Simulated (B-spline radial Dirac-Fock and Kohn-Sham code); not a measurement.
L-shell conversion coefficients of Hg against transition energy

Model: a Dirac-Hartree-Slater potential of the neutral atom with a Latter tail (no hole, which puts coefficients of high multipoles low close above an edge), finite nucleus with surface currents. Program: an atomic code on a B-spline grid. Subshells within 1 keV of threshold and pair formation are left out.

```
energy (keV)        E4        E5        M1        M2        M4        M5
        16.6  8.96e+07  1.06e+09       223     61700  1.81e+09  5.50e+10
          20  3.56e+07  6.30e+08       128     25400  4.45e+08  1.49e+10
        24.3  1.19e+07  2.50e+08      71.6     10100  1.04e+08  3.49e+09
        24.6  1.11e+07  2.34e+08      69.1      9520  9.45e+07  3.18e+09
        30.9  2.83e+06  6.21e+07      35.1      3270  1.75e+07  5.49e+08
        40.9    494000  1.02e+07      15.3       900  2.26e+06  6.16e+07
        43.4    340000  6.89e+06      12.9       687  1.47e+06  3.87e+07
          50    138000  2.63e+06      8.47       362    536000  1.28e+07
        56.8     61000  1.09e+06      5.82       205    218000  4.75e+06
        57.5     56400  1.00e+06      5.61       194    200000  4.31e+06
        92.7      2630     35000      1.39      24.5      7580    112000
         100      1620     20500      1.12      17.8      4590     63300
         104      1260     15500     0.998      15.1      3550     47300
         112       789      9210     0.806      11.1      2190     27300
         141       184      1830     0.416      4.36       504      5130
         200      21.4       165     0.155      1.11      60.4       448
         215      13.8       101     0.126     0.848      39.6       275
         226      10.3      72.6     0.110     0.704      29.7       198
         259      4.61      29.5    0.0751     0.426      13.8      81.1
         323      1.31      7.17    0.0409     0.194      4.17      20.2
         500     0.133     0.534    0.0126    0.0446     0.475      1.61
         972   0.00791    0.0203   0.00221   0.00597    0.0287    0.0627
        1000   0.00714    0.0180   0.00205   0.00550    0.0258    0.0555
        1340   0.00271   0.00580  0.000969   0.00245   0.00908    0.0169
        2000  0.000878   0.00157  0.000350  0.000860   0.00253   0.00407
        2090  0.000783   0.00138  0.000313  0.000769   0.00222   0.00353
```

Problem. How fast do they fall between 1340 and 2090 keV?

Solution. As powers of the energy: E4 E^-2.80, E5 E^-3.23, M1 E^-2.54, M2 E^-2.61, M4 E^-3.17, M5 E^-3.53. Within one type (E or M) the higher multipoles fall faster.

Values without a named source are computed, but for edge energies of neutral atoms, which are taken from tables.
